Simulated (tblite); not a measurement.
Record of a relaxation.

Species: C₅H₁₂AsB.
Bonds: C1–C2, C2–C3 (triple), C3–B4, B4–As5, As5–C6, C6–C7. Hydrogens: H8, H9, H10 on C1; H11, H12 on B4; H13, H14 on As5; H15, H16 on C6; H17, H18, H19 on C7.
Bond orders are those of one Lewis drawing.

Computed with GFN2-xTB (tblite), gas phase: L-BFGS steps from a force-field or distance-geometry start until the largest atomic force falls under 0.01 eV/Å. 8 of its 134 geometries are shown.

Step 0: E = -552.8463 eV, largest atomic force 1.838 eV/Å
```
atom  x, y, z in Å  |  force x, y, z in eV/Å
C1      3.566   -1.194   -0.365    0.008   1.446   0.249
C2      2.522   -0.129   -0.284    0.945  -0.883  -0.185
C3      1.700    0.744   -0.194   -0.259  -0.063  -0.123
B4      0.647    1.892   -0.101    0.574   0.137   0.247
As5    -1.174    1.097   -0.575    1.252   1.292  -0.378
C6     -1.521   -0.611    0.275   -0.654  -0.605   0.246
C7     -3.018   -0.878    0.408   -0.329  -0.676  -0.368
H8      3.529   -1.747    0.581   -0.015  -0.273  -0.521
H9      3.436   -1.781   -1.277   -0.134  -0.180   0.424
H10     4.577   -0.723   -0.428   -0.698  -0.197   0.051
H11     0.852    2.741   -0.902    0.003   0.216  -0.318
H12     0.637    2.380    0.995   -0.319  -0.176   0.097
H13    -2.265    2.183   -0.235    0.130  -1.127  -0.553
H14    -1.210    0.943   -2.152   -0.676  -0.065   1.170
H15    -1.052   -1.429   -0.324   -0.017   0.636   0.480
H16    -1.107   -0.595    1.318    0.118   0.069  -0.921
H17    -3.486   -0.025    0.941    0.032  -0.786  -0.193
H18    -3.153   -1.862    0.925   -0.208   0.966  -0.115
H19    -3.490   -0.998   -0.598    0.248   0.269   0.710
```

Step 19: E = -553.5564 eV, largest atomic force 0.065 eV/Å
```
atom  x, y, z in Å  |  force x, y, z in eV/Å
C1      3.574   -1.175   -0.355   -0.022   0.042   0.001
C2      2.569   -0.129   -0.280   -0.027   0.059   0.001
C3      1.765    0.768   -0.219    0.016  -0.040  -0.008
B4      0.825    1.990   -0.089   -0.018  -0.022  -0.004
As5    -1.103    1.158   -0.575    0.011  -0.002  -0.003
C6     -1.547   -0.567    0.271    0.051   0.013   0.001
C7     -3.035   -0.870    0.380    0.022  -0.006  -0.006
H8      3.540   -1.804    0.536    0.004   0.018  -0.014
H9      3.411   -1.800   -1.234    0.004   0.009   0.003
H10     4.563   -0.718   -0.427   -0.023  -0.054   0.003
H11     0.998    2.857   -0.887    0.000  -0.029   0.024
H12     0.651    2.362    1.034   -0.022  -0.024  -0.027
H13    -2.397    1.881   -0.350    0.013  -0.015   0.002
H14    -1.477    0.817   -1.983   -0.020  -0.010   0.034
H15    -1.038   -1.341   -0.314    0.024  -0.009   0.010
H16    -1.083   -0.573    1.263    0.003   0.036   0.019
H17    -3.548   -0.085    0.936   -0.002   0.020  -0.014
H18    -3.190   -1.811    0.908   -0.017  -0.018  -0.027
H19    -3.490   -0.950   -0.606    0.003   0.031   0.004
```

Step 38: E = -553.5681 eV, largest atomic force 0.045 eV/Å
```
atom  x, y, z in Å  |  force x, y, z in eV/Å
C1      3.560   -1.179   -0.363   -0.002   0.021   0.004
C2      2.569   -0.120   -0.291   -0.029   0.004   0.001
C3      1.758    0.769   -0.226   -0.005  -0.005  -0.005
B4      0.797    1.976   -0.097    0.025   0.006   0.009
As5    -1.101    1.142   -0.606    0.006  -0.001   0.011
C6     -1.507   -0.551    0.304   -0.014  -0.004   0.011
C7     -2.997   -0.855    0.360   -0.020  -0.003  -0.016
H8      3.515   -1.804    0.530   -0.010  -0.004   0.000
H9      3.389   -1.805   -1.240   -0.009   0.007   0.001
H10     4.558   -0.745   -0.434    0.009  -0.004  -0.008
H11     0.988    2.866   -0.863    0.008  -0.010   0.036
H12     0.576    2.311    1.033    0.010  -0.005  -0.044
H13    -2.381    1.865   -0.322    0.014   0.012  -0.001
H14    -1.558    0.759   -1.978   -0.002  -0.009  -0.003
H15    -0.966   -1.341   -0.229    0.008   0.014   0.023
H16    -1.084   -0.503    1.313    0.019   0.014  -0.004
H17    -3.520   -0.085    0.929   -0.004  -0.004   0.013
H18    -3.187   -1.818    0.833    0.018   0.002  -0.009
H19    -3.419   -0.874   -0.644   -0.022  -0.031  -0.018
```

Step 57: E = -553.5722 eV, largest atomic force 0.050 eV/Å
```
atom  x, y, z in Å  |  force x, y, z in eV/Å
C1      3.543   -1.192   -0.376   -0.005  -0.023  -0.005
C2      2.565   -0.123   -0.299    0.015  -0.006   0.004
C3      1.762    0.772   -0.230   -0.045   0.021   0.006
B4      0.805    1.976   -0.093   -0.003   0.012   0.004
As5    -1.103    1.158   -0.628    0.011   0.025  -0.008
C6     -1.504   -0.505    0.332   -0.015  -0.015   0.007
C7     -2.980   -0.880    0.343   -0.021  -0.005   0.003
H8      3.489   -1.819    0.515    0.007  -0.016   0.009
H9      3.357   -1.812   -1.254    0.004  -0.017  -0.014
H10     4.547   -0.775   -0.451    0.009   0.013  -0.001
H11     1.018    2.884   -0.829   -0.019  -0.001   0.009
H12     0.552    2.283    1.038    0.016   0.008  -0.011
H13    -2.361    1.915   -0.335   -0.010  -0.012   0.012
H14    -1.603    0.742   -1.978    0.006   0.000  -0.007
H15    -0.910   -1.294   -0.142    0.037   0.000   0.007
H16    -1.128   -0.398    1.355    0.023   0.000   0.005
H17    -3.556   -0.142    0.901   -0.016   0.017  -0.029
H18    -3.131   -1.851    0.811    0.010  -0.014   0.022
H19    -3.373   -0.929   -0.672   -0.005   0.013  -0.014
```

Step 76: E = -553.5786 eV, largest atomic force 0.066 eV/Å
```
atom  x, y, z in Å  |  force x, y, z in eV/Å
C1      3.491   -1.225   -0.407   -0.001  -0.017  -0.007
C2      2.516   -0.154   -0.308   -0.005  -0.017  -0.015
C3      1.721    0.748   -0.236   -0.038   0.053   0.008
B4      0.805    1.982   -0.076   -0.011   0.012  -0.002
As5    -1.124    1.213   -0.608    0.014   0.006  -0.009
C6     -1.484   -0.433    0.391   -0.009  -0.011   0.008
C7     -2.923   -0.924    0.298   -0.002   0.016   0.009
H8      3.453   -1.863    0.477   -0.013  -0.002   0.006
H9      3.299   -1.834   -1.291   -0.003  -0.007  -0.002
H10     4.490   -0.799   -0.487    0.042  -0.004  -0.007
H11     1.037    2.891   -0.804    0.006  -0.004   0.012
H12     0.577    2.279    1.061    0.006   0.024  -0.003
H13    -2.410    1.929   -0.326    0.005   0.011  -0.010
H14    -1.597    0.764   -1.956    0.004  -0.010   0.007
H15    -0.788   -1.193    0.020    0.020  -0.010  -0.007
H16    -1.209   -0.239    1.433    0.001  -0.025   0.017
H17    -3.602   -0.184    0.726   -0.018  -0.020  -0.005
H18    -3.048   -1.860    0.842   -0.016   0.012  -0.004
H19    -3.212   -1.089   -0.740    0.019  -0.006   0.004
```

Step 95: E = -553.5854 eV, largest atomic force 0.059 eV/Å
```
atom  x, y, z in Å  |  force x, y, z in eV/Å
C1      3.397   -1.258   -0.461    0.008   0.007   0.007
C2      2.457   -0.157   -0.345    0.019  -0.014   0.003
C3      1.701    0.775   -0.230   -0.010  -0.011  -0.015
B4      0.814    2.029   -0.051    0.014  -0.004  -0.009
As5    -1.118    1.256   -0.541    0.029  -0.017   0.006
C6     -1.475   -0.371    0.489   -0.004  -0.012   0.018
C7     -2.848   -0.982    0.238    0.000   0.011  -0.002
H8      3.345   -1.895    0.423   -0.009  -0.010  -0.017
H9      3.184   -1.861   -1.346   -0.023   0.023   0.023
H10     4.411   -0.865   -0.545    0.006  -0.003  -0.008
H11     1.043    2.920   -0.800   -0.005   0.023   0.001
H12     0.633    2.347    1.088    0.001   0.016  -0.001
H13    -2.430    1.957   -0.340   -0.014  -0.016  -0.011
H14    -1.521    0.728   -1.878    0.006   0.034  -0.033
H15    -0.677   -1.080    0.236   -0.023  -0.007   0.007
H16    -1.344   -0.127    1.549   -0.024   0.004   0.020
H17    -3.638   -0.265    0.468    0.044  -0.034  -0.019
H18    -2.997   -1.863    0.860   -0.004  -0.016  -0.009
H19    -2.948   -1.280   -0.807   -0.010   0.027   0.040
```

Step 114: E = -553.5927 eV, largest atomic force 0.051 eV/Å
```
atom  x, y, z in Å  |  force x, y, z in eV/Å
C1      3.302   -1.282   -0.509    0.008   0.018  -0.007
C2      2.421   -0.137   -0.362    0.033  -0.039   0.003
C3      1.707    0.825   -0.230   -0.032   0.014  -0.002
B4      0.847    2.095   -0.032   -0.030   0.016  -0.009
As5    -1.093    1.274   -0.457    0.022   0.003  -0.006
C6     -1.488   -0.341    0.590   -0.013   0.018   0.015
C7     -2.779   -1.044    0.190    0.032  -0.003  -0.021
H8      3.229   -1.929    0.367    0.012  -0.001  -0.033
H9      3.034   -1.854   -1.399    0.004  -0.009   0.022
H10     4.334   -0.943   -0.611   -0.020  -0.015   0.010
H11     1.027    2.963   -0.823   -0.011  -0.011   0.008
H12     0.729    2.448    1.101    0.005   0.003   0.008
H13    -2.450    1.919   -0.382   -0.005   0.003  -0.011
H14    -1.361    0.726   -1.819    0.001  -0.016   0.011
H15    -0.627   -1.010    0.483   -0.018   0.014   0.004
H16    -1.523   -0.036    1.642   -0.007  -0.025   0.009
H17    -3.629   -0.367    0.266   -0.016   0.036   0.010
H18    -2.975   -1.903    0.833    0.042   0.002  -0.012
H19    -2.716   -1.394   -0.841   -0.008  -0.007   0.001
```

Step 133: E = -553.5974 eV, largest atomic force 0.009 eV/Å
```
atom  x, y, z in Å  |  force x, y, z in eV/Å
C1      3.225   -1.306   -0.555   -0.002  -0.002   0.002
C2      2.366   -0.149   -0.379    0.000   0.002  -0.004
C3      1.672    0.825   -0.228   -0.004  -0.001  -0.001
B4      0.852    2.121   -0.011    0.001   0.001   0.006
As5    -1.092    1.310   -0.402    0.003   0.000  -0.003
C6     -1.514   -0.274    0.679   -0.006   0.000   0.002
C7     -2.692   -1.083    0.152    0.003  -0.001  -0.004
H8      3.157   -1.967    0.311    0.001  -0.002   0.001
H9      2.935   -1.864   -1.446   -0.001   0.004   0.000
H10     4.260   -0.984   -0.667   -0.001  -0.001  -0.002
H11     1.024    2.973   -0.821   -0.002   0.001   0.002
H12     0.785    2.490    1.119    0.002  -0.001   0.004
H13    -2.472    1.914   -0.461   -0.003   0.002  -0.005
H14    -1.238    0.687   -1.746   -0.003  -0.004  -0.005
H15    -0.604   -0.884    0.709   -0.006  -0.001   0.001
H16    -1.705    0.061    1.705    0.004  -0.003  -0.007
H17    -3.600   -0.480    0.139    0.007   0.003   0.002
H18    -2.872   -1.958    0.776    0.002   0.003   0.001
H19    -2.497   -1.424   -0.866    0.003   0.000   0.009
```

Question: Summarise the path.

Answer: The energy falls by 0.7512 eV from step 0 to step 133; nine tenths of that is first reached at step 11. It rises by more than 0.2 meV at step 75. The largest force goes from 1.838 to 0.009 eV/Å. Among the bonds B4–As5 changes most, from 2.043 to 2.142 Å; the atoms move by 0.603 Å rms after alignment.

Question: Follow the three bonds and two angles with the largest change from start to end.

Answer: 
| step | E above end (eV) | largest force (eV/Å) | B4–As5 (Å) | As5–H14 (Å) | As5–H13 (Å) | B4–As5–H13 (°) | C6–As5–H13 (°) |
| --- | --- | --- | --- | --- | --- | --- | --- |
| 0 | 0.7512 | 1.838 | 2.043 | 1.584 | 1.577 | 107.4 | 112.8 |
| 6 | 0.1439 | 0.413 | 2.036 | 1.481 | 1.487 | 116.9 | 104.7 |
| 12 | 0.0607 | 0.392 | 2.100 | 1.487 | 1.493 | 121.2 | 101.5 |
| 17 | 0.0427 | 0.101 | 2.146 | 1.498 | 1.498 | 123.5 | 99.4 |
| 23 | 0.0380 | 0.071 | 2.155 | 1.493 | 1.500 | 123.7 | 99.2 |
| 29 | 0.0335 | 0.078 | 2.133 | 1.494 | 1.499 | 123.2 | 98.9 |
| 35 | 0.0304 | 0.053 | 2.136 | 1.499 | 1.499 | 122.3 | 98.7 |
| 40 | 0.0288 | 0.053 | 2.135 | 1.495 | 1.497 | 121.5 | 98.7 |
| 46 | 0.0277 | 0.040 | 2.135 | 1.498 | 1.498 | 120.7 | 98.8 |
| 52 | 0.0267 | 0.040 | 2.138 | 1.499 | 1.496 | 120.2 | 98.9 |
| 58 | 0.0250 | 0.055 | 2.145 | 1.497 | 1.497 | 120.6 | 99.2 |
| 64 | 0.0240 | 0.034 | 2.147 | 1.500 | 1.498 | 120.9 | 99.3 |
| 69 | 0.0218 | 0.069 | 2.145 | 1.496 | 1.497 | 122.2 | 98.5 |
| 75 | 0.0198 | 0.116 | 2.145 | 1.499 | 1.499 | 123.9 | 98.5 |
| 81 | 0.0172 | 0.032 | 2.140 | 1.497 | 1.502 | 125.3 | 98.9 |
| 87 | 0.0157 | 0.057 | 2.139 | 1.496 | 1.500 | 124.9 | 99.0 |
| 93 | 0.0134 | 0.082 | 2.137 | 1.495 | 1.500 | 126.5 | 99.0 |
| 98 | 0.0102 | 0.060 | 2.138 | 1.494 | 1.504 | 126.0 | 99.2 |
| 104 | 0.0072 | 0.040 | 2.137 | 1.493 | 1.501 | 127.4 | 98.9 |
| 110 | 0.0058 | 0.028 | 2.137 | 1.493 | 1.505 | 128.6 | 98.5 |
| 116 | 0.0042 | 0.061 | 2.149 | 1.492 | 1.505 | 130.0 | 98.3 |
| 121 | 0.0018 | 0.070 | 2.144 | 1.492 | 1.507 | 131.9 | 98.1 |
| 127 | 0.0005 | 0.027 | 2.142 | 1.489 | 1.506 | 133.0 | 98.4 |
| 133 | 0.0000 | 0.009 | 2.142 | 1.489 | 1.507 | 133.3 | 98.5 |

The cost below is that of the whole relaxation. The run took 0.96 s of wall time on one thread of an Intel Xeon Platinum 8488C, no GPU, on a shared host.
